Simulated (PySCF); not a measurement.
## A search over the determinants of TlC

Unrestricted PBE0; Tl cc-pVTZ-PP with ECP60, C cc-pVTZ; scalar-relativistic core potentials (PySCF 2.14). Outer shells of the fragments: Tl 5d10 6s2 6p1; C 2s2 2p2.

Followed along the bond (rough minima from three points):

```tsv
2Ms+1	unpaired	⟨S²⟩ at the start	R at minimum (Å)	Te (eV)
4	σ ↑, π ↑↑	3.76	2.28	0.00
2	σ ↓, π ↑↑	1.77	2.27	0.57
2	σ ↑, π ↑↓	1.76	2.28	0.61
2	π ↑	0.80	2.10	1.62
```

Solutions found at the starting distance of 2.140 Å, counted from the lowest of them; the search is not exhaustive and high or unbound solutions are not listed, so other states can lie among these:

```tsv
2Ms+1	unpaired	term	E (eV)	⟨S²⟩	⟨Lz²⟩	μ (D)
4	σ ↑, π ↑↑	⁴Σ⁻	0.00	3.76	0.00	-2.65
2	σ ↓, π ↑↑	mixed	0.56	1.77	0.00	-2.80
2	σ ↑, π ↑↓	mixed	0.60	1.76	2.01	-2.66
2	π ↑	²Π	1.55	0.80	1.02	-3.65
2	σ ↑	mixed	1.68	0.76	2.00	-2.31
2	π ↑	²Π	1.81	0.75	1.00	-1.21
4	π ↑↑↑	⁴Π	3.10	3.76	1.00	-0.69
4	σ ↑, π ↑↑	mixed	3.76	3.76	2.01	1.25
```

A term symbol is given only where ⟨S²⟩ and ⟨Lz²⟩ are close to those of a pure state; real π, δ and φ orbitals otherwise mix terms. A positive dipole means Tl(−)C(+).

These are scalar-relativistic numbers at best; spin–orbit coupling would shift them, the dissociation energy most.
